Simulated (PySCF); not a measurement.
C7H5FO.
Atom-mapped SMILES: `[O:1]=[CH:2][c:3]1[cH:4][cH:5][cH:6][cH:7][c:8]1[F:9]` (hydrogens: H10 on C2; H11 on C4; H12 on C5; H13 on C6; H14 on C7)

Computed by this run: PySCF 2.14.0, PBE0/def2-SV(P) geometry optimisation, gas phase; density fitting, grid level 1; the optimiser is geomeTRIC in internal coordinates, started from a GFN2-xTB structure.

Step 0: E = -12081.2589 eV
```
atom  x, y, z in Å  |  force x, y, z in eV/Å
O1      2.8620   -1.3305    0.4484    0.043  -0.229   0.073
C2      2.3215   -0.3085    0.1128    0.007   0.073  -0.026
C3      0.8639   -0.1215    0.0423   -0.050   0.020  -0.003
C4      0.0017   -1.1667    0.3799    0.031   0.181  -0.060
C5     -1.3671   -1.0007    0.3184    0.015  -0.093   0.029
C6     -1.9015    0.2155   -0.0827    0.143   0.059  -0.018
C7     -1.0698    1.2694   -0.4233    0.063  -0.005   0.004
C8      0.2988    1.0900   -0.3570    0.550   0.494  -0.163
F9      1.1013    2.1178   -0.6897   -0.323  -0.435   0.144
H10     2.9054    0.5847   -0.1734    0.312   0.239  -0.076
H11     0.4431   -2.1025    0.6883    0.245  -0.445   0.148
H12    -2.0227   -1.8161    0.5822   -0.330  -0.417   0.134
H13    -2.9718    0.3462   -0.1316   -0.543   0.078  -0.027
H14    -1.4656    2.2225   -0.7369   -0.162   0.480  -0.159
```

**Question.** Estimate the geometry and energy of step 1. (The exact step hangs on the optimiser's Hessian estimate; all steps are aligned on step 0, rigid shifts and turns removed.)

**Answer.** E = -12081.2953 eV, largest force 0.110 eV/Å
```
atom  x, y, z in Å  |  force x, y, z in eV/Å
O1      2.8517   -1.3400    0.4491    0.000   0.026  -0.007
C2      2.3315   -0.3052    0.1108    0.042  -0.024   0.008
C3      0.8653   -0.1148    0.0415    0.009   0.038  -0.013
C4      0.0052   -1.1680    0.3815    0.038  -0.075   0.026
C5     -1.3722   -1.0095    0.3215   -0.044  -0.046   0.014
C6     -1.9085    0.2167   -0.0840   -0.102   0.008  -0.003
C7     -1.0764    1.2790   -0.4267    0.008   0.071  -0.025
C8      0.3001    1.1003   -0.3593   -0.060  -0.086   0.033
F9      1.0952    2.1140   -0.6847    0.060   0.083  -0.030
H10     2.9483    0.5812   -0.1742   -0.015  -0.028   0.009
H11     0.4637   -2.1124    0.6940   -0.012   0.045  -0.017
H12    -2.0359   -1.8373    0.5893    0.021   0.025  -0.009
H13    -2.9949    0.3490   -0.1344    0.046  -0.003   0.002
H14    -1.4739    2.2466   -0.7464    0.011  -0.033   0.012
```

The energy changes by -0.0364 eV. The first-order estimate −F·Δx gives -0.0763 eV and the mean of the old and new forces, exact on a quadratic surface, -0.0365 eV. The step makes an angle of 47° with the force vector and moves no atom by more than 0.043 Å.

The cost below is that of the whole optimisation. Time: 45 s wall; peak memory 0.61 GiB. Hardware: Arm Neoverse V1, one thread (shared host).
